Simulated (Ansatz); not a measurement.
Species: [Ta(Cl)(NH2)4] (charge 0, multiplicity 1).

**Question.** Give a relaxed geometry from r2SCAN-D4/def2-SVP (Ansatz, a first-principles code).

**Answer.** One answer among several that fit: the end point of this relaxation, one of several conformers.
Cartesian coordinates (Å) in one orientation:
```xyz
14

Ta    -0.065    -0.039     0.029
Cl     0.961     1.582     1.527
N     -0.558    -1.135    -1.571
H     -0.161    -1.068    -2.508
H     -1.264    -1.869    -1.560
N     -0.760     1.596    -0.905
H     -0.486     2.543    -0.650
H     -1.245     1.587    -1.799
N      1.778    -0.831    -0.017
H      2.067    -1.581    -0.640
H      2.584    -0.394     0.426
N     -1.332    -0.910     1.268
H     -2.256    -0.548     1.502
H     -1.087    -1.664     1.908
```
